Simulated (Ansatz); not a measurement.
Calculated with Ansatz (gas phase, PBE0-D4/def2-TZVP geometries, no zero-point term in ΔE). CCSD(T)/CBS adds triple-zeta CCSD(T) − MP2 to the extrapolated MP2 energy (def2 sets, frozen cores). This one scheme is used for every species. Functionals use def2-TZVPP. HSE06 is defined as in plane-wave codes. For Mg outer-core shells are correlated without core-valence functions, which leaves a few kJ/mol of doubt a bond. One conformer a species, not always the lowest.

Consider the cleavage of the Si–Si bond: disilane + `[OH][Mg][SH]` → `[SiH3][O][Mg][SH]` + SiH₄.

| level | ΔE (kcal/mol) | difference from CCSD(T)/CBS |
| --- | --- | --- |
| PBE-D4 | -22.3 | 6.7 |
| PBE0-D4 | -24.2 | 4.8 |
| BHLYP-D4 | -30.6 | -1.6 |
| r2SCAN | -26.9 | 2.1 |
| r2SCANh | -27.2 | 1.8 |
| HSE06 | -24.4 | 4.6 |
| CAM-B3LYP | -29.7 | -0.7 |
| RPA@PBE/def2-TZVPP | -30.1 | -1.1 |
| CCSD/def2-SVP | -29.3 | -0.3 |
| CCSD/def2-TZVPP | -29.7 | -0.7 |
| CCSD(T)/CBS | -29.0 | 0 |

Largest T1 diagnostic among the species: 0.013.

From BLYP to BHLYP (50 % exact exchange), in def2-TZVPP and without D4, ΔE moves by −3.8 kcal/mol. Leaving LDA and LC-ωPBE aside and taking each functional with its dispersion term where it has one, the values spread over 8.3 kcal/mol, from BHLYP-D4 to PBE-D4.
